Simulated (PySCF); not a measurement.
Stepwise substitution at one centre (Si OCH3-SiH3). Gas-phase values, no solvent. One relaxed conformer stands for each flexible species; it need not be the lowest. Strings in code marks are SMILES.

The S1–T1 gap (TDA) from two functionals at the same geometries (B3LYP-D3(BJ)/def2-SVP), both in PySCF: PBE-D3(BJ)/def2-TZVP and B3LYP-D3(BJ)/def2-TZVP. B3LYP has the VWN-RPA correlation part, as in Gaussian. Excitations are Tamm–Dancoff values on a coarser integration grid. The basis has no diffuse functions, so Rydberg states are missing or too high.

```
species                                                                                                    B3LYP-D3(BJ)/def2-TZVP (eV)
---------------------------------------------------------------------------------------------------------  ---------------------------
0 of 4 OCH3 replaced by SiH3 (`CO[Si](OC)(OC)OC`)                                                                                 0.24
2 of 4 OCH3 replaced by SiH3 (`CO[Si]([SiH3])([SiH3])OC` (C–O–Si–Si torsion 79°, Si–Si–O–C torsion 178°))                         0.70
3 of 4 OCH3 replaced by SiH3                                                                                                      0.49
```

Question: What does PBE-D3(BJ)/def2-TZVP give for each?

Answer: 
- 0 of 4 OCH3 replaced by SiH3 (`CO[Si](OC)(OC)OC`): 0.15
- 2 of 4 OCH3 replaced by SiH3 (`CO[Si]([SiH3])([SiH3])OC` (C–O–Si–Si torsion 79°, Si–Si–O–C torsion 178°)): 0.57
- 3 of 4 OCH3 replaced by SiH3: 0.41
Over these rows, drawn at random from the members with no instability flagged (it was tested for open shells, ions and some series alone), PBE minus B3LYP-D3(BJ): mean -0.10 eV, from -0.12 eV to -0.08 eV.
